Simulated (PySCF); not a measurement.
# Working out the ionisation energy of Ge

Ge [Ar] 3d10 4s2 4p2 (3P) → Ge⁺ [Ar] 3d10 4s2 4p1 (2P). Computed with PySCF 2.14 in pcseg-2 (6s5p3d1f, 43 functions), with no relativity, point nucleus. Frozen: [Ar] 3d10. Energies in hartree (1 hartree = 27.21139 eV):

```json
{"part": "UHF", "Ge (lower)": "-2075.332888", "Ge⁺ (upper)": "-2075.059162"}
{"part": "CCSD correlation", "Ge (lower)": "-0.064617", "Ge⁺ (upper)": "-0.051050"}
{"part": "(T)", "Ge (lower)": "-0.001769", "Ge⁺ (upper)": "-0.000784"}
```

**Question.** What does Hartree-Fock give?

**Answer.** (-2075.059162) − (-2075.332888) = 0.273726 hartree = 7.448 eV.

**Question.** What do CCSD and CCSD(T) give?

**Answer.** The CCSD correlation energies differ by 0.013567 hartree = 0.369 eV and the triples by 0.000985 hartree = 0.027 eV, so CCSD gives 7.817 eV and CCSD(T) 7.844 eV.

Measured between the centres of the two terms (NIST): 7.925 eV, so CCSD(T) (valence) is off by -0.081 eV.

The calculation is non-relativistic.

What remains against the reference includes basis incompleteness, the frozen core and higher excitations.
